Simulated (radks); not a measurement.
Dipole-allowed excitations along the series with 3 electrons in [He] 2s1. Calculated with a radial shooting solver on a logarithmic mesh with Libxc functionals: scalar-relativistic Kohn-Sham, exchange-only LDA, spin-polarised, spherical densities, finite nucleus; open shells are filled with parallel spins first; Fermi nuclear charge, rms radius of each element as measured or else 0.836 A^(1/3) + 0.57 fm. Time-dependent linear response with the Hartree and adiabatic exchange-only LDA kernel, continuum included through the Sternheimer equations, no spin-orbit coupling, so fine structure and intercombination lines are absent. Lines are the poles of the dipole polarisability below minus the highest occupied eigenvalue, found on a grid refined at the orbital gaps; the lowest seven at most are given, and weak or close lines can be missed. The first line takes the name of the lowest orbital gap if no other gap lies below it; otherwise a line is named after a gap within 0.6 % of it, if that gap stands alone.

| species | -e(HOMO) (eV) | lowest orbital gap (eV) | first line (eV) | f | strongest line (eV) | its f | static alpha (bohr^3) |
|---|---|---|---|---|---|---|---|
| Sc18+ | 1254.5 | 2s-2p 42.300 | 45.133 (2s-2p) | 0.0739 | 731.43 (2s-3p) | 0.365 | 0.02763 |
| Ti19+ | 1390.1 | 2s-2p 45.362 | 48.348 (2s-2p) | 0.0716 | 809.06 (2s-3p) | 0.367 | 0.02331 |
| V20+ | 1532.8 | 2s-2p 48.598 | 51.740 (2s-2p) | 0.0697 | 890.74 (2s-3p) | 0.369 | 0.01978 |
| Cr21+ | 1682.7 | 2s-2p 52.027 | 55.327 (2s-2p) | 0.0680 | 976.48 (2s-3p) | 0.370 | 0.01688 |
| Mn22+ | 1839.8 | 2s-2p 55.667 | 59.128 (2s-2p) | 0.0666 | 1066.3 (2s-3p) | 0.372 | 0.01446 |
| Fe23+ | 2004.0 | 2s-2p 59.539 | 63.167 (2s-2p) | 0.0654 | 1160.3 (2s-3p) | 0.373 | 0.01245 |
